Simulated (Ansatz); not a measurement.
Cs2I, relaxed as a quartet with UKS PBE-D4/def2-TZVP in Ansatz, starting from the PBE-D4/def2-TZVP geometry of the neutral doublet. Force threshold 0.02 eV/Å.

In the def2 sets Cs, I take a core potential; there is no spin–orbit coupling. At PBE-D4/def2-TZVP a doublet of charge 0 lies 3.93 eV below the quartet, each at its own geometry. The structure comes from a short search, and lower isomers may exist.

Start:

```xyz
3

Cs   -0.425    1.418    2.090
Cs    1.689   -0.226   -1.912
I    -1.264   -1.193   -0.178
```

Estimate the energy that the relaxation releases and the steps that it takes.

71.2 kJ/mol, in 10 steps; 48 s on 4 threads of Intel Xeon Platinum 8259CL on a shared host. No frequencies were taken in this run, so the end may be a saddle point.

Does the start keep its bonding and symmetry?

Bonds lost: Cs1–I3, Cs2–I3 (atoms count from 1). Metal–metal contacts that move far: Cs1–Cs2 4.82 to 6.22 Å. Point group C2v at the start, C2v at the end, both within 0.05 Å.

Predict the relaxed structure.


```xyz
3

Cs   -0.391    1.979    2.720
Cs    2.338   -0.143   -2.446
I    -1.946   -1.836   -0.274
```
Bond lengths (bridged metal pairs left out): .
